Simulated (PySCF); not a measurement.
## Radial density of Ar²⁺ (argon, charge +2)

B3LYP, [Ne] 3s2 3p4, high-spin 3P determinant. Calculation: PySCF 2.14, in cc-pVDZ-DK (4s3p1d, 18 functions); the spin-free X2C one-electron Hamiltonian (Gaussian nucleus).

| r (bohr) | 4πr²ρ (e/bohr) | 4πr²(ρα − ρβ) |
| --- | --- | --- |
| 0.00119 | 0.08286 | 0.0000 |
| 0.00200 | 0.2208 | 0.0000 |
| 0.00336 | 0.5620 | 0.0001 |
| 0.00565 | 1.401 | 0.0001 |
| 0.00950 | 3.334 | 0.0004 |
| 0.0160 | 7.280 | 0.0010 |
| 0.0269 | 13.66 | 0.0035 |
| 0.0452 | 19.93 | 0.0153 |
| 0.0760 | 19.73 | 0.0644 |
| 0.128 | 14.63 | 0.2118 |
| 0.215 | 18.37 | 0.3790 |
| 0.362 | 19.24 | 0.1588 |
| 0.609 | 6.553 | 0.1636 |
| 1.02 | 4.915 | 1.4608 |
| 1.72 | 3.075 | 1.0657 |
| 2.90 | 0.2552 | 0.0877 |
| 4.87 | 0.002924 | 0.0012 |

Densities and radii are taken from the X2C orbitals without a picture-change correction, which distorts them close to the nucleus.
